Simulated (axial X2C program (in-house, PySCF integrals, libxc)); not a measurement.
# Worked dissociation energy of AuSi⁺: PBE0, 2c

Calculated with an in-house relativistic program for diatomic molecules. Two-component (2c) means X2C with spin–orbit coupling and atomic mean-field two-electron Coulomb and Gaunt terms. Basis: Au dyall-cv3z [13s14p9d6f4g], Si dyall-v3z [8s7p2d1f] (cores contracted in-house); Gaussian nuclei, density fitting, unrestricted open shells. Masses: Au 196.967 u, Si 27.977 u.

Molecular state: Ω = 0 (closed shell).

- E(Au) (2M_J = 1): -19017.024045 hartree
- E(Si+) (2M_J = 1): -289.529817 hartree
- E(AuSi⁺) at Re: -19306.696939 hartree
- ωe: 429.6 cm⁻¹
- ωexe: 1.43 cm⁻¹

(1) Work out De and D0.

The state is a single determinant with fixed occupations, the lowest that a limited PBE0 search found. The closed shell is kept restricted, so the energy runs too high when the bond is stretched far. Dissociation energies refer to the lowest single-determinant-based atoms at the same level and basis. A 2c atom that is not at its ground J level misses part of its spin–orbit lowering, and De is too large by that part (0.04 eV or less for light atoms). This holds for PBE0. The functionals have no current-density term, which raises determinants with orbital currents, atoms included.

Each atomic determinant is the lowest at this level and need not be a pure J level. Totals compare only within one Hamiltonian and basis.

## Answers

(1) De = -19017.024045 + (-289.529817) − (-19306.696939) = 0.14308 hartree = 3.893 eV. The zero-point energy is ωe/2 − ωexe/4 = 214 cm⁻¹ = 0.027 eV, so D0 = 3.867 eV.
